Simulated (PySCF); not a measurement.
Static response to an electric field

SnCl(NCO)3, C₃ClN₃O₃Sn.
Structure used (PBE0-D3(BJ)/def2-SVP), in Å, numbered top down from 1:
```xyz
11
C3ClN3O3Sn angstrom
Sn    -0.0051    0.0327    0.3781
Cl    -0.0174    0.2243    2.6859
N      1.7850   -0.5299   -0.2723
C      2.9560   -0.2247   -0.2896
O      4.0950    0.0042   -0.3469
N     -0.4717    1.7700   -0.4688
C     -1.3372    2.6172   -0.4528
O     -2.1272    3.4696   -0.4908
N     -1.3354   -1.3173   -0.2147
C     -1.5742   -2.5038   -0.2250
O     -1.8698   -3.6278   -0.2723
```

Level: PBE0/def2-SVPD (PySCF), static field, nuclei fixed, core orbitals frozen in the response. The polarisability tensor in these axes (au):

```
x   120.86  -1.54  -0.15
y    -1.54 121.71   0.32
z    -0.15   0.32  88.92
```

**Question.** Diagonalise the tensor; give its mean and Δα, where Δα² is half the sum of the squared differences of the eigenvalues.

**Answer.** Principal values 88.92, 119.69 and 122.89 au; mean 110.50 au = 16.37 Å³ = 18.22 × 10⁻⁴⁰ C²·m²/J; Δα = 32.49 au (29 % of the mean).

**Question.** What is the dipole moment, and where does it point?

**Answer.** (0.00, 0.08, 0.38) D, 0.39 D in size, pointing from the negative to the positive side. Measured along this direction, the outermost atoms are O11 at the negative end and Cl2 at the positive end.

**Question.** Find the Langevin capture rate constant for NH4+ (18.034 u) meeting this molecule (280.865 u), k = 2.342 × 10⁻⁹ cm³/s × √(α in Å³ / reduced mass in u).

**Answer.** The reduced mass is 16.95 u, so k = 2.30 × 10⁻⁹ cm³/s. The formula leaves out the permanent dipole, which adds to the capture rate.

**Question.** In a dilute gas of rigid molecules at 250 K, how does the orientational term μ²/3kT compare with the electronic polarisability?

**Answer.** In Gaussian units μ²/3kT = 1.43 Å³ against 16.37 Å³, a ratio of 0.09; the Debye molar polarisation (4π/3)N_A(α + μ²/3kT) is 44.9 cm³/mol, leaving out the vibrational part.

**Question.** Molar refractivity from α?

**Answer.** Lorentz–Lorenz: R = (4π/3)N_A α = 2.5225 cm³/(mol·Å³) × 16.37 Å³ = 41.3 cm³/mol, in the limit of long wavelengths.

**Question.** What depolarisation ratio follows for Rayleigh scattering of linearly polarised light, taking the static tensor?

**Answer.** ρ = 3Δα²/(45ᾱ² + 4Δα²) = 3167.1/(549437 + 4222.8) = 0.00572.

**Question.** Refractivity n − 1 of an ideal gas of it at 273.15 K and 1 atm, from the electronic α?

**Answer.** N = p/kT = 2.6868 × 10¹⁹ cm⁻³, so n − 1 = 2π × N × 16.37 × 10⁻²⁴ cm³ = 2764 × 10⁻⁶ at long wavelengths.

One conformer (not necessarily the lowest) at the PBE0-D3(BJ)/def2-SVP geometry, without solvent, vibrations or thermal averaging. Atoms past krypton carry effective core potentials; spin–orbit coupling is left out.

The run behind these numbers computed excited states and ΔSCF ions as well. Time: 14 min (grids of density and orbitals included); peak memory 1.3 GiB. Hardware: an AMD EPYC with one thread, no GPU, on a shared host.
